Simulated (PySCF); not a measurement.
Cl2Sr. Atoms are numbered in the order given.

```xyz
3

Sr     0.0000     0.0000     0.3808
Cl     0.0000     2.4729    -0.4256
Cl     0.0000    -2.4729    -0.4256
```

Geometry optimised at PBE0-D3(BJ)/def2-TZVP. The isomer is the one that the SMILES or the coordinates give; other isomers of the formula were not compared. The def2 effective core potentials stand for the cores of Sr; spin–orbit coupling is left out.

These are r2SCAN/def2-TZVPD in PySCF values and carry that method's errors.

Symmetry labels are those of the subgroup C2v that the program uses (full group C2v).

Computed valence orbital energies around the gap with their symmetry:
```
orbital  symmetry  energy (eV)
-------  --------  -----------
HOMO−7         A1       -19.16
HOMO−6         B2       -18.84
HOMO−5         A1        -7.72
HOMO−4         B2        -7.16
HOMO−3         A2        -7.09
HOMO−2         A1        -6.97
HOMO−1         B1        -6.96
HOMO           B2        -6.89
LUMO           A1        -2.11
LUMO+1         A1        -0.84
LUMO+2         B1        -0.84
LUMO+3         B2        -0.25
```
